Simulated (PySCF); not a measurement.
Isomers of C6H8F3P, from PySCF 2.14.0, PBE0-D3(BJ)/def2-SVP geometry optimisation, gas phase. One conformer each, no zero-point energy, no frequencies.

Problem. Which is lowest in electronic energy at this level?
A. `[CH3:1][C:2]1=[C:3]([C:4]([F:5])([F:6])[F:7])[PH:8][CH2:9][CH2:10]1` with C2–C3–P8–C9 -18°, C3–P8–C9–C10 26°, P8–C9–C10–C2 -29°, C1–C2–C10–C9 -166°: A = 1634, B = 986.9, C = 704.9 MHz, dipole 3.52 D
B. `[CH3:1][C:2]1=[CH:3][CH2:4][CH2:5][P:6]1[C:7]([F:8])([F:9])[F:10]` with C2–C3–C4–C5 -13°, C3–C4–C5–P6 17°, C4–C5–P6–C7 84°, C1–C2–P6–C5 -173°: A = 1594, B = 1062, C = 848.7 MHz, dipole 2.55 D
C. `CC1=CCP(C(F)(F)F)C1`: A = 1979, B = 830.3, C = 772.1 MHz, dipole 2.62 D

Solution. A. That is `CC1=C(C(F)(F)F)PCC1`, 2.6 kcal/mol below the next.

```json
{"SMILES": "CC1=C(C(F)(F)F)PCC1", "mapped SMILES": "[CH3:1][C:2]1=[C:3]([C:4]([F:5])([F:6])[F:7])[PH:8][CH2:9][CH2:10]1", "E (Eh)": "-873.16255", "relative (kcal/mol)": "0.0", "relative (kJ/mol)": "0.0", "dipole (D)": "3.52"}
{"SMILES": "CC1=CCP(C(F)(F)F)C1", "mapped SMILES": "[CH3:1][C:2]1=[CH:3][CH2:4][P:5]([C:6]([F:7])([F:8])[F:9])[CH2:10]1", "E (Eh)": "-873.15834", "relative (kcal/mol)": "2.6", "relative (kJ/mol)": "11.1", "dipole (D)": "2.62"}
{"SMILES": "CC1=CCCP1C(F)(F)F", "mapped SMILES": "[CH3:1][C:2]1=[CH:3][CH2:4][CH2:5][P:6]1[C:7]([F:8])([F:9])[F:10]", "E (Eh)": "-873.15700", "relative (kcal/mol)": "3.5", "relative (kJ/mol)": "14.6", "dipole (D)": "2.55"}
```
